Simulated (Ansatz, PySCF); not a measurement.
Members of the series SiXY, Y = amino; each row names its spin state. Gas-phase values, no solvent. One relaxed conformer stands for each flexible species; it need not be the lowest. Strings in code marks are SMILES.

Quantity: adiabatic spin-state energy, in kcal/mol. HF references are unrestricted for open shells and restricted for singlets.

Level 1: B3LYP/cc-pVTZ // PBE0-D3(BJ)/def2-TZVP (Ansatz, an electronic-structure program)
Level 2: LDA/cc-pVTZ // PBE0-D3(BJ)/def2-TZVP (Ansatz)
Level 3: PBE-D3(BJ)/def2-TZVP // PBE0-D3(BJ)/def2-TZVP (PySCF)
Level 4: HF/3-21G // PBE0-D3(BJ)/def2-TZVP (PySCF)

| species | level 1 | level 2 | level 3 | level 4 |
|---|---|---|---|---|
| `N[Si]C=O`: multiplicity 3 minus multiplicity 1 | 27.0 | 21.8 | 20.8 | 30.7 |
| `N[SiH]`: multiplicity 3 minus multiplicity 1 | 40.8 | 41.1 | 37.2 | 28.0 |
| `N#C[Si]N`: multiplicity 3 minus multiplicity 1 | 46.0 | 45.8 | 41.9 | 33.0 |
| `N[Si]S`: multiplicity 3 minus multiplicity 1 | 50.6 | 52.1 | 47.4 | 37.0 |
| `B[Si]N`: multiplicity 3 minus multiplicity 1 | 15.1 | 13.6 | 11.1 | 10.9 |
